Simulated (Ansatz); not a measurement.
Reaction (hydrogen abstraction from a Ge–H bond): `[GeH3][Br]` + H• → `[GeH2][Br]`• + H₂

Program: Ansatz. Geometries: PBE0-D4/def2-TZVP. ΔE: electronic, gas phase. CBS: MP2 limit from def2 TZ/QZ plus the TZ coupled-cluster correction, frozen cores. This one scheme is used for every species, atoms too. Functionals use def2-TZVPP. No spin–orbit coupling; open shells (•) take unrestricted orbitals. Bonds to Br, Ge are less sure, by a few kJ/mol each and by 10 to 20 or more in all where they break to atoms, as the def2 sets lack core-valence functions. Scalar relativity is left out up to krypton.

```json
{"level": "revPBE-D4", "ΔE (eV)": "-1.05"}
{"level": "CCSD/CBS(def2)", "ΔE (eV)": "-0.88"}
```

**Question.** What does CCSD(T)/CBS give? (Estimate.)

**Answer.** Computed: -0.87 eV. The listed levels differ from it by -0.18, -0.01 eV.

Largest T1 diagnostic among the species: 0.011.

From PBE to PBE0 (25 % exact exchange), in def2-TZVPP and without D4, ΔE moves by +0.08 eV. At CCSD(T), def2-SVP lies +0.08 eV from the extrapolated value and def2-TZVPP −0.00 eV.
